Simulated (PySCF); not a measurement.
CHS, SMILES [CH][S] (connectivity only; charge and spin as stated), neutral, multiplicity 2.

Coordinates come from a B3LYP-D3(BJ)/def2-TZVPD optimisation.

These are PBE/def2-TZVPD (PySCF) values and carry that method's errors.

```
Item                                                                                                            Result
---------------------------------------------------------------------------------------------  -----------------------
total energy                                                                                        -436.61501 hartree
point group                                                                                                         Cs
α spin, highest occupied and lowest empty level                                                     -4.69 and -3.59 eV
β spin, highest occupied and lowest empty level                                                     -7.63 and -3.30 eV
dipole moment                                                                                                   0.94 D
quadrupole, principal values (traceless, Buckingham form, about the centre of nuclear charge)   -3.30, -0.11, 3.41 D·Å
mean static polarisability                                                                        33.7 bohr³ (4.99 Å³)
polarisability, principal values                                                                25.7, 29.3, 46.1 bohr³
⟨S²⟩                                                                                           0.754 (pure state 0.75)
```
